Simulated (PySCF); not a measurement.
VO2F, SMILES [O]=[V](=[O])[F], multiplicity 1.

The structure is a stationary point at B3LYP-D3(BJ)/def2-SVP. The multiplicity is an assumed one; other spin states were not compared.

Two levels are set side by side: PBE/def2-TZVPD (PySCF) and ωB97X/def2-TZVPD (PySCF). Same geometry, gas phase. Differences are taken from unrounded values.

| quantity | ωB97X | PBE | PBE minus ωB97X |
|---|---|---|---|
| orbital gap (eV) | 9.72 | 2.38 | -7.34 |
| highest occupied level (eV) | -11.74 | -7.60 | 4.14 |
| lowest empty level (eV) | -2.02 | -5.21 | -3.20 |
| dipole moment (D) | 3.02 | 2.85 | -0.18 |
| mean polarisability (bohr³) | 34.9 | 36.2 | 1.3 |

Without exact exchange PBE keeps part of each electron's self-repulsion, which lifts occupied levels and narrows the gap. PBE's more diffuse valence density responds more strongly to a field. Differences between two approximate levels are no errors against the true value.

Rough cost on one machine, each run with all the roots and properties that it gave: ωB97X against PBE within a factor of 2.
